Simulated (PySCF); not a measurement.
Here is a computed GFN2-xTB geometry (Å):
```
atom  x, y, z in Å
O1     2.2619    1.3512    0.8753
C2     1.8752    0.4356    0.2057
O3     2.6634   -0.4537   -0.3950
C4     0.4767    0.1589   -0.0533
C5    -0.7005   -0.0128   -0.2340
C6    -2.0993   -0.2347   -0.4510
Cl7   -2.9160    1.3208   -0.7680
Cl8   -2.3441   -1.3206   -1.8453
Cl9   -2.8059   -0.9835    1.0080
H10    3.5975   -0.2565   -0.2179
```

Charge 0, singlet.

Q: Which heavy atoms are bonded, and with what formal order?

A: O1–C2 1.20 Å (double); C2–O3 1.33 Å (single); C2–C4 1.45 Å (single); C4–C5 1.20 Å (triple); C5–C6 1.43 Å (single); C6–Cl7 1.79 Å (single); C6–Cl8 1.78 Å (single); C6–Cl9 1.79 Å (single). Bonds to hydrogen (Å): O3–H10 0.97.

Q: Which species is it?

A: `O=C(O)C#CC(Cl)(Cl)Cl`, C4HCl3O2. Among its features: carboxylic acid, alkyne and C–Cl bond.

Q: Name the point group.

A: C1 (no symmetry element, even within 0.4 Å).

Q: Describe the place of each heavy atom.

A: O1: acid carbonyl oxygen; C2: carboxylic acid carbon; O3: acid hydroxyl oxygen; C4: alkyne carbon; C5: alkyne carbon; C6: CCl3 carbon; Cl7/Cl8/Cl9: chlorine of a CCl3 group.

Q: What is the arrangement about C4?

A: It has 2 neighbours (C2, C5) and is almost linear (angle 176.7°).

Q: What is the arrangement about O3?

A: It has 2 neighbours (C2, H10) and is bent (angle 110.6°).
